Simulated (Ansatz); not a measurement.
Steps of a relaxation of H₃ISn, SMILES `[SnH3][I]` with RKS PBE0-D4/def2-TZVP.

```sh
$ ansatz run in.yaml --threads 4 --pin off --events-out ev --progress --plain --max-ram 10444MiB
```

```yaml
crystal:
  periodic: [false, false, false]
  atoms:
    - {symbol: Sn, position_ang: [-0.183650, 0.086501, -0.113039]}
    - {symbol: I, position_ang: [1.992518, -1.050320, 1.064767]}
    - {symbol: H, position_ang: [-1.426579, 0.149758, 1.079318]}
    - {symbol: H, position_ang: [-0.621262, -0.920553, -1.441663]}
    - {symbol: H, position_ang: [0.288872, 1.661113, -0.630783]}
basis:
  gaussian: {orbitals: def2-TZVP}
hamiltonian: {xc: pbe0, dispersion: d4}
relax: {f_tol: 0.005, max_steps: 150}
```

Positions (Å) and forces (eV/Å) along the path, 4 of 4 steps:

```xyz
5
step=1 energy=-13982.5867 eV
Sn   -0.184    0.087   -0.113    0.064   -0.034    0.033
I     1.993   -1.050    1.065   -0.299    0.156   -0.162
H    -1.427    0.150    1.079    0.230   -0.014   -0.212
H    -0.621   -0.921   -1.442    0.085    0.179    0.243
H     0.289    1.661   -0.631   -0.080   -0.287    0.097
5
step=2 energy=-13982.5989 eV
Sn   -0.184    0.087   -0.113    0.044   -0.023    0.025
I     1.949   -1.028    1.041    0.140   -0.073    0.076
H    -1.395    0.145    1.059   -0.163    0.014    0.137
H    -0.606   -0.904   -1.411   -0.066   -0.116   -0.168
H     0.286    1.626   -0.617    0.045    0.198   -0.070
5
step=3 energy=-13982.6050 eV
Sn   -0.180    0.085   -0.111    0.017   -0.009    0.009
I     1.966   -1.037    1.051   -0.017    0.009   -0.009
H    -1.407    0.148    1.064   -0.006   -0.001    0.011
H    -0.613   -0.907   -1.422    0.000   -0.010   -0.009
H     0.284    1.638   -0.623    0.007    0.010   -0.002
5
step=4 energy=-13982.6050 eV
Sn   -0.181    0.085   -0.111    0.003   -0.001    0.001
I     1.964   -1.036    1.050   -0.001    0.001   -0.001
H    -1.407    0.147    1.065   -0.001    0.000    0.000
H    -0.612   -0.909   -1.423    0.000    0.000    0.000
H     0.286    1.639   -0.622    0.000    0.000    0.000
```

Run time 6 s (4 threads of an Arm Neoverse V1 on a shared host); peak host memory 0.23 GiB.
